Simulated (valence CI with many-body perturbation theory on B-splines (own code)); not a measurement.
## Ag⁴²⁺: one-electron terms

Method: relativistic CI+MBPT: three valence electrons over a frozen Dirac-Fock core [He], radial functions for each j: 11 s, 11 p, 10 d, 8 f, 5 g, 2 h, with the one-electron correlation potential Σ1 (screened to all orders), the two-electron term Σ2, the three-electron term Σ3, Breit, model QED; selected single and double excitations, second order for the rest, scaled by the run's own slope (own B-spline code, finite nucleus).

The last digits are not significant, and no measured levels were compared; by estimate large intervals hold to a few tenths of a per cent, small ones and those within an open d or f shell to about a per cent.

These are the spectroscopic orbitals of the CI (the correlating ones are not listed), shaped by the core and the other valence electrons. h is the expectation value of the core's Dirac-Fock operator, without the valence repulsion; Σ1 is computed up to l = 3 at one energy for each symmetry, that of its lowest orbital but kept below the first core excitation, so for empty shells it is not the orbital's own correlation shift; Breit and QED include the response of the core.

| Orbital | h (hartree) | Σ1 (cm⁻¹) | Breit (cm⁻¹) | QED (cm⁻¹) | ⟨r⟩ (bohr) |
| --- | --- | --- | --- | --- | --- |
| 2s1/2 | -267.43 | -1347 | 28387 | 29688 | 0.1273 |
| 3s1/2 | -117.15 | -330 | 7967 | 8627 | 0.2934 |
| 4s1/2 | -65.299 | -129 | 3197 | 3535 | 0.5306 |
| 5s1/2 | -41.545 | -63.6 | 1604 | 1783 | 0.8372 |
| 6s1/2 | -28.731 | -36.1 | 916 | 1022 | 1.214 |
| 7s1/2 | -21.044 | -22.5 | 573 | 640 | 1.659 |
| 2p1/2 | -263.74 | -3233 | 56431 | -737 | 0.1067 |
| 3p1/2 | -116.1 | -716 | 15345 | -266 | 0.2748 |
| 4p1/2 | -64.869 | -274 | 6189 | -114 | 0.5135 |
| 5p1/2 | -41.328 | -134 | 3102 | -58.2 | 0.8216 |
| 6p1/2 | -28.606 | -75.8 | 1773 | -33.6 | 1.200 |
| 7p1/2 | -20.966 | -47.1 | 1108 | -21.2 | 1.646 |
| 2p3/2 | -256.1 | -2658 | 22672 | 2354 | 0.1111 |
| 3p3/2 | -113.84 | -588 | 6135 | 618 | 0.2810 |
| 4p3/2 | -63.917 | -225 | 2681 | 250 | 0.5216 |
| 5p3/2 | -40.842 | -111 | 1347 | 125 | 0.8318 |
| 6p3/2 | -28.326 | -62.6 | 771 | 71.8 | 1.212 |
| 7p3/2 | -20.789 | -38.9 | 483 | 44.9 | 1.660 |
| 3d3/2 | -113.42 | -280 | 562 | -104 | 0.2380 |
| 4d3/2 | -63.743 | -119 | 307 | -35.9 | 0.4798 |
| 5d3/2 | -40.753 | -60.9 | 161 | -16.7 | 0.7912 |
| 6d3/2 | -28.275 | -35.3 | 97.7 | -9.2 | 1.172 |
| 7d3/2 | -20.757 | -22.2 | 63.1 | -5.6 | 1.622 |
| 3d5/2 | -112.74 | -261 | 182 | 225 | 0.2402 |
| 4d5/2 | -63.452 | -110 | 98.9 | 102 | 0.4824 |
| 5d5/2 | -40.604 | -56.5 | 49.6 | 53.8 | 0.7944 |
| 6d5/2 | -28.189 | -32.7 | 30.0 | 31.6 | 1.176 |
| 7d5/2 | -20.703 | -20.6 | 19.4 | 20.0 | 1.627 |
| 4f5/2 | -63.414 | -23.8 | 3.4 | -36.0 | 0.4154 |
| 5f5/2 | -40.586 | -13.4 | 2.8 | -17.9 | 0.7278 |
| 6f5/2 | -28.178 | -8.1 | 1.9 | -10.1 | 1.110 |
| 7f5/2 | -20.697 | -5.3 | 1.3 | -6.3 | 1.562 |
| 4f7/2 | -63.272 | -23.2 | 0.9 | 31.2 | 0.4168 |
| 5f7/2 | -40.513 | -13.0 | 0.8 | 16.7 | 0.7295 |
| 6f7/2 | -28.136 | -7.9 | 0.5 | 9.9 | 1.112 |
| 7f7/2 | -20.67 | -5.1 | 0.4 | 6.3 | 1.564 |
| 5g7/2 | -40.507 |  | 0.0 | -11.3 | 0.6373 |
| 6g7/2 | -28.133 |  | 0.0 | -6.5 | 1.020 |
| 7g7/2 | -20.668 |  | 0.0 | -4.1 | 1.472 |
| 5g9/2 | -40.464 |  | 0.0 | 9.1 | 0.6383 |
| 6g9/2 | -28.107 |  | 0.0 | 5.3 | 1.021 |
| 7g9/2 | -20.652 |  | 0.0 | 3.3 | 1.474 |
| 6h9/2 | -28.107 |  |  |  | 0.9050 |
| 6h11/2 | -28.09 |  |  |  | 0.9058 |

Among the shells of the start configuration 2s2 2p1, Σ1 is largest in size for 2p1/2, where it is 0.0056 % of h.

Lowest root of each symmetry, sizes in configuration state functions:

```csv
J,Parity,Roots,Reference,Variational,Second order,Change by selected CI (cm⁻¹),Change by second order (cm⁻¹)
1/2,even,29,82,14717,11015,-8715,0
3/2,even,36,120,23177,18749,-5285,0
5/2,even,31,121,26052,24548,-8116,-1
7/2,even,15,89,20574,37598,-6480,-6
9/2,even,7,60,14376,30464,-11659,-3
11/2,even,2,26,6551,10085,-8647,-3
1/2,odd,26,80,13841,13526,-8739,0
3/2,odd,36,122,21900,22447,-8341,-1
5/2,odd,25,116,23442,38138,-13863,-1
7/2,odd,13,92,18805,36543,-10159,-3
9/2,odd,3,55,9252,26454,-6492,-4
11/2,odd,1,29,5553,10542,-12669,-3
```
